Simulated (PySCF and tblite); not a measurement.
Values are calculated unless marked as measured or tabulated.
C6H9F3S2, numbered as in [CH3:1][C@:2]1([C:3]([F:4])([F:5])[F:6])[CH2:7][CH2:8][S:9][CH2:10][S:11]1.

Search: ETKDG and KDG, MMFF94s, GFN2-xTB, 200 starts; geometries at GFN2-xTB. Weights use PBE0-D3(BJ)/6-31G* energies plus GFN2-xTB zero-point and thermal terms (modes under about 100 cm⁻¹ blended into free rotors). Symmetry numbers and mirror images are counted. Conformers within 2.5 kcal/mol (GFN2-xTB free energy) were kept, 4 at most. GIAO shieldings: PBE0/6-31G*. Shifts are against TMS (¹H), TMS (¹³C), CFCl3 (¹⁹F) at the same level; of two unlike H on one atom, a is the less shielded. Run with PySCF (density fitting) and tblite.

The 6-ring runs over atoms 2–7–8–9–10–11.

```tsv
conformer	shape	symmetry	E(GFN2) kcal/mol	E(DFT) kcal/mol
1	6-ring chair (C3 axial)	C1	0.00	0.00
2	6-ring chair (C1 axial)	C1	0.51	2.26
3	6-ring twist-boat (ring torsions -82, 37, 35, -68, 30, 39°)	C1	1.60	2.56
```

Question: How much do the weights at 298.15 K and the averaged shift of H10a depend on how the conformers are weighted?

Answer: 
```csv
weighting,1 (%),2 (%),3 (%),δ (ppm),rms dipole (D)
"DFT energy with thermal terms, symmetry and mirror images (full scheme)",95,3,2,4.37,1.54
DFT energy with symmetry and mirror images,97,2,1,4.38,1.51
bare DFT energy,97,2,1,4.38,1.51
GFN2-xTB energy with symmetry and mirror images,67,29,5,4.07,2.00
GFN2-xTB free energy,56,37,6,3.97,2.15
leading conformer alone,100,0,0,4.41,1.46
equal weights,33,33,33,3.97,2.16
```

The largest departure from the full scheme, 0.40 ppm, comes with: GFN2-xTB free energy.


Conformer gaps in 6-31G* on xTB geometries can be 2 kcal/mol off for S=O, P=O and other polar bonds.